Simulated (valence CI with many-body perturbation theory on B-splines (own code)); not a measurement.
**Forbidden lines of Gd42+**

Level of theory: relativistic CI+MBPT: four valence electrons over a frozen Dirac-Fock core [Ar], radial functions for each j: 7 s, 7 p, 8 d, 6 f, 4 g, 1 h, with the one-electron correlation potential Σ1 (screened to all orders), the two-electron term Σ2, the three-electron term Σ3, Breit, model QED; selected single and double excitations, second order for the rest, scaled by the run's own slope (own B-spline code, finite nucleus).

No measured spectrum was set against this ion. As an estimate, large intervals hold to a few tenths of a per cent, small ones and those within an open d or f shell to about a per cent. Only levels of the ground parity were solved; by the run's estimate the other parity begins above the list, which can be wrong where configurations are misplaced.

Lines 51 to 100 of 120 in falling wavelength, among levels below 1513300 cm⁻¹, chosen from the decays that carry over 1 % of a level's rate. Wavelengths and rates use the calculated energies. S is in atomic units (e²a₀⁴ for E2 and M2, e²a₀⁶ for E3), for M1 in squared Bohr magnetons. Weak lines are less certain than strong ones. Lines between different terms over intervals too small for the method are left out, as are lines whose strength nearly cancels. The highest levels of a list are the least certain.

Levels are named by their leading jj configuration (3d3/2^4 stands for four electrons in 3d with j = 3/2), which in mixed levels can hold well under half, so a name can repeat and another be missing. Letters in brackets count levels of one name in rising energy.

| λ vac (Å) | Upper | Lower | Type | A (s⁻¹) | S (a.u.) |
| --- | --- | --- | --- | --- | --- |
| 340.7 | (3d3/2^2 3d5/2^2) J=0 [a] | (3d3/2^3 3d5/2) J=1 | M1 | 1.03e+06 | 1.51e+00 |
| 339.7 | (3d3/2^2 3d5/2^2) J=4 [b] | (3d3/2^3 3d5/2) J=3 | M1 | 6.85e+04 | 8.96e-01 |
| 339.4 | (3d3/2 3d5/2^3) J=3 [c] | (3d3/2^2 3d5/2^2) J=4 [c] | M1 | 2.12e+05 | 2.15e+00 |
| 339.2 | (3d3/2 3d5/2^3) J=3 [a] | (3d3/2^2 3d5/2^2) J=3 [a] | M1 | 3.70e+05 | 3.74e+00 |
| 337.8 | (3d3/2 3d5/2^3) J=0 | (3d3/2^2 3d5/2^2) J=1 | M1 | 3.14e+05 | 4.49e-01 |
| 337.6 | (3d3/2 3d5/2^3) J=2 [a] | (3d3/2^2 3d5/2^2) J=2 [b] | M1 | 1.83e+05 | 1.31e+00 |
| 336.7 | (3d3/2^2 3d5/2^2) J=3 [b] | (3d3/2^3 3d5/2) J=3 | M1 | 4.05e+04 | 4.01e-01 |
| 332.6 | (3d3/2^2 3d5/2^2) J=2 [d] | (3d3/2^2 3d5/2^2) J=2 [a] | M1 | 1.81e+03 | 1.23e-02 |
| 330.5 | (3d3/2 3d5/2^3) J=5 | (3d3/2^2 3d5/2^2) J=5 | M1 | 1.35e+05 | 1.99e+00 |
| 329.4 | (3d3/2 3d5/2^3) J=4 [b] | (3d3/2^2 3d5/2^2) J=4 [c] | M1 | 1.88e+05 | 2.24e+00 |
| 328.4 | (3d3/2 3d5/2^3) J=2 [a] | (3d3/2^2 3d5/2^2) J=3 [b] | M1 | 2.41e+05 | 1.58e+00 |
| 327.6 | (3d3/2^2 3d5/2^2) J=2 [b] | (3d3/2^3 3d5/2) J=3 | M1 | 1.59e+03 | 1.03e-02 |
| 325.6 | (3d3/2 3d5/2^3) J=4 [a] | (3d3/2^2 3d5/2^2) J=4 [a] | M1 | 5.68e+05 | 6.54e+00 |
| 324.2 | (3d5/2^4) J=4 | (3d3/2 3d5/2^3) J=5 | M1 | 1.76e+05 | 2.00e+00 |
| 323.3 | (3d3/2 3d5/2^3) J=3 [b] | (3d3/2^2 3d5/2^2) J=2 [b] | M1 | 1.07e+05 | 9.41e-01 |
| 323.2 | (3d3/2^2 3d5/2^2) J=2 [a] | (3d3/2^3 3d5/2) J=1 | M1 | 5.28e+05 | 3.30e+00 |
| 323.0 | (3d3/2 3d5/2^3) J=6 | (3d3/2^2 3d5/2^2) J=5 | M1 | 2.21e+05 | 3.59e+00 |
| 320.3 | (3d3/2 3d5/2^3) J=3 [a] | (3d3/2^2 3d5/2^2) J=2 [a] | M1 | 5.36e+05 | 4.57e+00 |
| 314.9 | (3d3/2 3d5/2^3) J=3 [b] | (3d3/2^2 3d5/2^2) J=3 [b] | M1 | 2.28e+05 | 1.85e+00 |
| 313.8 | (3d5/2^4) J=2 | (3d3/2 3d5/2^3) J=3 [b] | M1 | 1.27e+05 | 7.28e-01 |
| 312.3 | (3d3/2 3d5/2^3) J=3 [b] | (3d3/2^2 3d5/2^2) J=4 [b] | M1 | 8.02e+04 | 6.34e-01 |
| 308.9 | (3d3/2^2 3d5/2^2) J=3 [b] | (3d3/2^3 3d5/2) J=2 | M1 | 1.13e+04 | 8.66e-02 |
| 308.5 | (3d3/2 3d5/2^3) J=3 [c] | (3d3/2^2 3d5/2^2) J=2 [c] | M1 | 1.52e+05 | 1.16e+00 |
| 306.5 | (3d3/2^2 3d5/2^2) J=4 [b] | (3d3/2^3 3d5/2) J=4 | M1 | 2.22e+03 | 2.13e-02 |
| 304.7 | (3d3/2 3d5/2^3) J=1 [b] | (3d3/2^2 3d5/2^2) J=2 [c] | M1 | 2.18e+05 | 6.88e-01 |
| 304.0 | (3d3/2^2 3d5/2^2) J=3 [b] | (3d3/2^3 3d5/2) J=4 | M1 | 2.24e+05 | 1.63e+00 |
| 301.4 | (3d5/2^4) J=2 | (3d3/2 3d5/2^3) J=2 [a] | M1 | 3.53e+05 | 1.79e+00 |
| 301.2 | (3d3/2^2 3d5/2^2) J=2 [b] | (3d3/2^3 3d5/2) J=2 | M1 | 7.16e+04 | 3.62e-01 |
| 297.2 | (3d3/2 3d5/2^3) J=2 [a] | (3d3/2^2 3d5/2^2) J=1 | M1 | 1.28e+05 | 6.24e-01 |
| 290.1 | (3d5/2^4) J=4 | (3d3/2 3d5/2^3) J=3 [a] | M1 | 4.34e+05 | 3.54e+00 |
| 289.5 | (3d3/2 3d5/2^3) J=5 | (3d3/2^2 3d5/2^2) J=4 [a] | M1 | 7.66e+04 | 7.58e-01 |
| 289.0 | (3d3/2 3d5/2^3) J=1 [a] | (3d3/2^2 3d5/2^2) J=2 [a] | M1 | 4.87e+05 | 1.31e+00 |
| 288.4 | (3d5/2^4) J=4 | (3d3/2 3d5/2^3) J=4 [a] | M1 | 6.05e+05 | 4.84e+00 |
| 277.6 | (3d3/2 3d5/2^3) J=2 [b] | (3d3/2^2 3d5/2^2) J=2 [c] | M1 | 2.13e+05 | 8.43e-01 |
| 276.3 | (3d3/2 3d5/2^3) J=1 [a] | (3d3/2^2 3d5/2^2) J=0 [a] | M1 | 4.79e+05 | 1.12e+00 |
| 258.7 | (3d3/2^2 3d5/2^2) J=2 [c] | (3d3/2^3 3d5/2) J=3 | M1 | 4.78e+05 | 1.53e+00 |
| 257.0 | (3d3/2 3d5/2^3) J=2 [a] | (3d3/2^2 3d5/2^2) J=3 [a] | M1 | 2.44e+05 | 7.67e-01 |
| 254.9 | (3d5/2^4) J=2 | (3d3/2 3d5/2^3) J=1 [a] | M1 | 5.01e+05 | 1.54e+00 |
| 248.6 | (3d3/2 3d5/2^3) J=3 [b] | (3d3/2^2 3d5/2^2) J=3 [a] | M1 | 6.37e+04 | 2.54e-01 |
| 244.2 | (3d3/2 3d5/2^3) J=1 [b] | (3d3/2^2 3d5/2^2) J=2 [b] | M1 | 1.62e+04 | 2.63e-02 |
| 241.9 | (3d3/2^2 3d5/2^2) J=2 [c] | (3d3/2^3 3d5/2) J=2 | M1 | 1.26e+05 | 3.31e-01 |
| 240.3 | (3d3/2^2 3d5/2^2) J=4 [c] | (3d3/2^3 3d5/2) J=3 | M1 | 1.46e+05 | 6.77e-01 |
| 240.2 | (3d3/2 3d5/2^3) J=3 [c] | (3d3/2^2 3d5/2^2) J=4 [b] | M1 | 2.45e+04 | 8.81e-02 |
| 240.0 | (3d3/2 3d5/2^3) J=3 [b] | (3d3/2^2 3d5/2^2) J=4 [a] | M1 | 8.50e+04 | 3.05e-01 |
| 238.3 | (3d3/2 3d5/2^3) J=3 [b] | (3d3/2^2 3d5/2^2) J=2 [a] | M1 | 1.78e+04 | 6.25e-02 |
| 238.2 | (3d3/2^2 3d5/2^2) J=2 [b] | (3d3/2^3 3d5/2) J=1 | M1 | 3.10e+04 | 7.76e-02 |
| 236.6 | (3d3/2 3d5/2^3) J=4 [b] | (3d3/2^2 3d5/2^2) J=3 [b] | M1 | 1.72e+05 | 7.61e-01 |
| 234.7 | (3d5/2^4) J=2 | (3d3/2 3d5/2^3) J=3 [a] | M1 | 3.33e+05 | 7.97e-01 |
| 234.1 | (3d3/2^2 3d5/2^2) J=0 [b] | (3d3/2^2 3d5/2^2) J=1 | M1 | 2.65e+05 | 1.26e-01 |
| 229.5 | (3d5/2^4) J=4 | (3d3/2^2 3d5/2^2) J=4 [c] | M1 | 7.75e+04 | 3.12e-01 |
